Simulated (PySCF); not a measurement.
ClI, SMILES ClI (connectivity only; charge and spin as stated), charge -1, multiplicity 2.

The structure is a stationary point at PBE0-D3(BJ)/def2-TZVPD. The multiplicity is an assumed one; other spin states were not compared. The def2 effective core potentials stand for the cores of I; spin–orbit coupling is left out.

Two levels are set side by side: PBE/def2-TZVPD (PySCF) and r2SCAN/def2-TZVPD (PySCF). Same geometry, gas phase. Differences are taken from unrounded values.

```csv
quantity,r2SCAN
α-spin orbital gap (eV),4.75
β-spin orbital gap (eV),1.75
mean polarisability (bohr³),85.8
```

Question: What does PBE give, and how far is it from r2SCAN? (The exact figures need the calculation; the answer reports its results.)

Answer: 
```tsv
quantity	PBE	PBE minus r2SCAN
α-spin orbital gap (eV)	3.84	-0.91
β-spin orbital gap (eV)	1.32	-0.43
mean polarisability (bohr³)	88.5	2.7
```

Rough cost on one machine, each run with all the roots and properties that it gave: r2SCAN against PBE within a factor of 2.
